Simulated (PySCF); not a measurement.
SMILES C=Cc1ccccc1, GFN2-xTB optimised geometry.

```
16

C      0.97     2.49     0.00
C      1.44     1.25     0.00
C      0.66     0.02     0.00
C      1.33    -1.21     0.00
C      0.64    -2.40     0.00
C     -0.75    -2.40     0.00
C     -1.43    -1.20     0.00
C     -0.74     0.00     0.00
H     -0.08     2.72     0.00
H      1.63     3.34     0.00
H      2.51     1.10     0.00
H      2.41    -1.21     0.00
H      1.18    -3.34     0.00
H     -1.29    -3.34     0.00
H     -2.51    -1.19     0.00
H     -1.29     0.93     0.00
```

Density from PBE/def2-TZVP in PySCF at that geometry.

Minimum of the electron density along straight lines between bonded atoms, close to the bond critical point (lines longer than 1.1 times the sum of covalent radii, or with two minima, are not listed):

| bond | length / Å | ρ at the minimum / e bohr⁻³ | ∇²ρ there / e bohr⁻⁵ | position (fraction from the first atom) |
|---|---|---|---|---|
| C1–C2 | 1.328 | (withheld) | -1.06 | 0.50 |
| C2–C3 | 1.458 | 0.278 | -0.75 | 0.50 |
| C3–C4 | 1.396 | 0.313 | -0.89 | 0.50 |
| C4–C5 | 1.382 | 0.320 | -0.93 | 0.50 |
| C5–C6 | 1.385 | 0.318 | -0.91 | 0.50 |
| C6–C7 | 1.386 | 0.318 | -0.92 | 0.50 |
| C3–C8 | 1.396 | 0.312 | -0.89 | 0.50 |
| C7–C8 | 1.381 | 0.320 | -0.92 | 0.50 |
| C1–H9 | 1.076 | 0.285 | -1.00 | 0.64 |
| C1–H10 | 1.077 | 0.285 | -1.00 | 0.64 |
| C2–H11 | 1.084 | 0.284 | -0.98 | 0.64 |
| C4–H12 | 1.081 | 0.284 | -0.99 | 0.64 |
| C5–H13 | 1.081 | 0.285 | -1.00 | 0.64 |
| C6–H14 | 1.080 | 0.285 | -1.00 | 0.64 |
| C7–H15 | 1.081 | 0.285 | -1.00 | 0.64 |
| C8–H16 | 1.079 | 0.286 | -1.00 | 0.64 |

Task: Some entries are withheld; supply them.

Result: 
- C1–C2, ρ at the minimum / e bohr⁻³: 0.352
